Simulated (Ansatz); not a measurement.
Species: CHO2, SMILES `O=C=[OH+]` (charge 1, multiplicity 1), formula CHO2.

**Question.** How many basis functions does frozen-core CCSD(T)/cc-pVTZ // PBE0-D3(BJ)/def2-TZVP run with Ansatz (a first-principles code) use, how many core orbitals are frozen, and how many electrons are correlated?

**Answer.** 104 basis functions and 3 frozen orbitals, which leaves 16 correlated electrons. Core time is of the order of seconds.
